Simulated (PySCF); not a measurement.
Bonds (- single, = double, # triple, : aromatic): N1-B2 1.394 Å, B2-O3 1.389 Å, O3-B4 1.362 Å, B4-O5 1.373 Å, O5-B6 1.374 Å, B6-O7 1.361 Å, O7-B2 1.388 Å. N1 carries H8, H9; B4 carries H10; B6 carries H11.

Geometry: PBE0-D3(BJ)/def2-SVP; GIAO shifts from PySCF 2.14.0 with density-fitted response routines, gas phase, non-relativistic, averaged over equivalent atoms.

At PBE0/pcSseg-0 (71 basis functions, 4.8 s wall time on 1 thread of an Arm Neoverse V2, shared host):
```tsv
atoms	δ (ppm)
N1	60.9
B4/B6	26.6
B2	15.4
O5	220.2
O3/O7	183.5
H10/H11	5.86
H8/H9	2.32
```

References, each an isolated molecule treated in the same way: ¹⁵N (266.02 ppm) vs NH3; ¹¹B (104.89 ppm) vs BF3·OEt2; ¹⁷O (337.86 ppm) vs H2O; TMS for ¹H (32.83 ppm).

Predict the values at PBE0/cc-pVTZ on the same geometry.

Answers


```tsv
atoms	δ at PBE0/cc-pVTZ	change
N1	56.1	-4.8
B4/B6	25.0	-1.6
B2	18.0	+2.6
O5	210.4	-9.8
O3/O7	178.6	-4.9
H10/H11	4.56	-1.30
H8/H9	2.28	-0.04
```

Scale: NH3 for ¹⁵N (266.77 ppm); BF3·OEt2 for ¹¹B (102.75 ppm); ¹⁷O (334.84 ppm) vs H2O; ¹H (31.29 ppm) vs TMS (reference shieldings calculated alike).

The largest change is at O5 (oxygen bonded to 2 B, in a 6-membered ring). Cost: 266 basis functions, 32 s wall time on 1 thread of an Arm Neoverse V2, shared host.

Experimental scales use liquid or dissolved standards, which lie at an offset from isolated NH3 (liquid NH3: subtract about 20 ppm) and H2O (liquid H2O: subtract about 36 ppm).
